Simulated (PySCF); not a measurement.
Identify the unknown among the candidates.

All candidates are C6H11B.

| technique | computed result |
| --- | --- |
| Triplet | lowest triplet excitation (Tamm–Dancoff): 4.15 eV [TDA wB97X-D/def2-SVPD] |
| Rotational structure | rotational constants A, B, C: 5.616, 1.173, 1.049 GHz [PBE0-D3(BJ)/def2-SVP] |
| 1H NMR | chemical shifts (computed TMS as zero) by class: 5.80 (1 H), 5.20 (1 H), 1.76 (3 H), 0.85 (6 H) ppm [GIAO PBE0/pcSseg-1] |
| Polarisability | 93.5 au [wB97X-D/def2-SVPD] |
| Dipole | 0.83 D [wB97X-D/def2-SVPD] |
| UV, strongest line | among the 10 lowest singlet transitions: S7 at 7.39 eV (168 nm, f = 0.662) [TDDFT wB97X-D/def2-SVPD] |
| UV, first state | lowest singlet excitation: 4.57 eV (272 nm, f = 0.000) [TDDFT wB97X-D/def2-SVPD] |
| NMR, other nuclei | isotropic shieldings of nuclei other than C and H, by class: 25 (1 B) ppm [GIAO PBE0/pcSseg-1] |
| 13C NMR | chemical shifts (computed TMS as zero) by class: 234.5 (1 C), 97.0 (1 C), 85.0 (1 C), 15.3 (1 C), 12.9 (2 C) ppm [GIAO PBE0/pcSseg-1] |

The electronic properties come from PySCF, for the isolated species, density fitting. Levels stand in brackets. Isolated species at its PBE0-D3(BJ)/def2-SVP geometry, gas phase. NMR values are class means; diastereotopic atoms form classes of their own.

**Question.** Which candidate is it?
A. `CC=C=CB(C)C`
B. `B[C@@H]1C=CCCC1`
C. `C=CB1CCCC1`

**Answer.** A. It is `CC=C=CB(C)C`. Numbering: `[CH3:1][CH:2]=[C:3]=[CH:4][B:5]([CH3:6])[CH3:7]`. 6 carbons fall into 5 classes; from least to most shielded: central carbon of cumulated double bonds [C3] (234.5 ppm), outer carbon of cumulated double bonds [C4] (97.0 ppm), outer carbon of cumulated double bonds [C2] (85.0 ppm), methyl carbon [C1] (15.3 ppm), sp3 carbon bound to boron [C6/C7] (12.9 ppm, 2 C, up to 3.0 ppm apart in this geometry). Hydrogen classes from least to most shielded: 1 H on an outer carbon of cumulated double bonds, C4 (5.80 ppm), 1 H on an outer carbon of cumulated double bonds, C2 (5.20 ppm), 3 H on a methyl carbon, C1 (1.76 ppm), 6 H on 2 like atoms (sp3 carbon bound to boron), C6/C7 (0.85 ppm, a mean of values up to 0.8 ppm apart in this geometry). The other shieldings belong to: 25 ppm, three-coordinate boron [B5]. The optimised geometry has point group C1 and is an asymmetric top.

The others, at the same levels:
- `C=CB1CCCC1` fails: it has 4 carbon classes against 5; its computed 13C shifts are 152.8 (1 C), 146.4 (1 C), 30.0 (2 C), 29.4 (2 C) ppm, 1H shifts are 7.02 (1 H), 6.66 (1 H), 6.65 (1 H), 1.65 (4 H), 1.23 (4 H) ppm and lowest singlet excitation is 5.35 eV (232 nm, f = 0.000) (against 4.57 eV).
- `B[C@@H]1C=CCCC1` fails: it has 6 carbon classes against 5; its computed 13C shifts are 139.0 (1 C), 134.7 (1 C), 58.6 (1 C), 28.5 (1 C), 27.5 (1 C), 25.7 (1 C) ppm, 1H shifts are 7.07 (2 H), 6.45 (1 H), 5.89 (1 H), 2.12 (1 H), 2.09 (1 H), 1.98 (1 H), 1.75 (1 H), 1.71 (1 H), 1.45 (1 H), 1.10 (1 H) ppm and lowest singlet excitation is 5.26 eV (236 nm, f = 0.029) (against 4.57 eV).

Each candidate is one conformer, not necessarily the lowest. Dipoles, sizes and rotational constants follow the conformer. The torsions of the flexible species, by atom-mapped SMILES:
- `[CH3:1][CH:2]=[C:3]=[CH:4][B:5]([CH3:6])[CH3:7]`: C3–C4–B5–C6 -176°

The conformers of `C=CB1CCCC1` and `B[C@@H]1C=CCCC1` aren't listed.
